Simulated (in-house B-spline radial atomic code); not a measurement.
# KLI/ALDAx excitations of Cl7+

Method: KLI/ALDAx. Computed with a B-spline radial code for spherical atoms: linear response of the closed shell [He] 2s2 2p6 with the adiabatic LDA exchange kernel on the exchange-only KLI potential; non-relativistic, point nucleus, no spin-orbit coupling, no double excitations, S, P, D and F terms only. Only terms of natural parity with L up to 3 were computed.

Command:
```bash
python run_td.py task.json out
```
Settings (radii: box in bohr, nucleus in fm):
```
Z                        17
electrons                10
configuration            [He] 2s2 2p6
hamiltonian              nr
method                   kli
box_radius               12.81
intervals                69
```

Run time, properties included: 0.1 s on 1 thread of Intel(R) Xeon(R) Platinum 8488C (Sapphire Rapids), on a shared host.

The lowest states, in the order of their Tamm-Dancoff energies; the method's threshold (minus the highest occupied level) is 350.20 eV. Labels give the largest channel, * marks a mixed state, and oscillator strengths are full-response dipole values. Semilocal kernels can invert the small singlet-triplet splittings of Rydberg terms. Energies in eV:

```json
{"state": "2p → 3s 3P", "full response": "?", "Tamm-Dancoff": "?", "oscillator strength": "-"}
{"state": "2p → 3s 1P", "full response": "210.98", "Tamm-Dancoff": "211.01", "oscillator strength": "0.211"}
{"state": "2p → 3p 3S", "full response": "?", "Tamm-Dancoff": "?", "oscillator strength": "-"}
{"state": "2p → 3p 3D", "full response": "224.55", "Tamm-Dancoff": "224.57", "oscillator strength": "-"}
{"state": "2p → 3p 1D", "full response": "225.90", "Tamm-Dancoff": "225.90", "oscillator strength": "-"}
{"state": "2p → 3p 1S", "full response": "234.50", "Tamm-Dancoff": "235.14", "oscillator strength": "-"}
{"state": "2p → 3d 3P", "full response": "243.67", "Tamm-Dancoff": "243.69", "oscillator strength": "-"}
{"state": "2p → 3d 3F", "full response": "244.34", "Tamm-Dancoff": "244.35", "oscillator strength": "-"}
{"state": "2p → 3d 1F", "full response": "245.50", "Tamm-Dancoff": "245.50", "oscillator strength": "-"}
{"state": "2p → 3d 1P", "full response": "249.79", "Tamm-Dancoff": "249.99", "oscillator strength": "1.83"}
```

**Question.** Where does 2p → 3p 3S lie?

**Answer.** At 222.71 eV in full response, 222.76 eV in Tamm-Dancoff.

**Question.** Where does 2p → 3s 3P lie?

**Answer.** At 209.31 eV in full response, 209.32 eV in Tamm-Dancoff.

**Question.** How large is the singlet-triplet splitting of 2p → 3s (P terms) in Tamm-Dancoff?

**Answer.** 1.69 eV, from the unrounded values.

**Question.** What polarisabilities and dispersion coefficient does the method give?

**Answer.** Dipole 0.0514 bohr³, quadrupole 0.01781 bohr⁵, C6 0.02207 hartree·bohr⁶ for two such species.
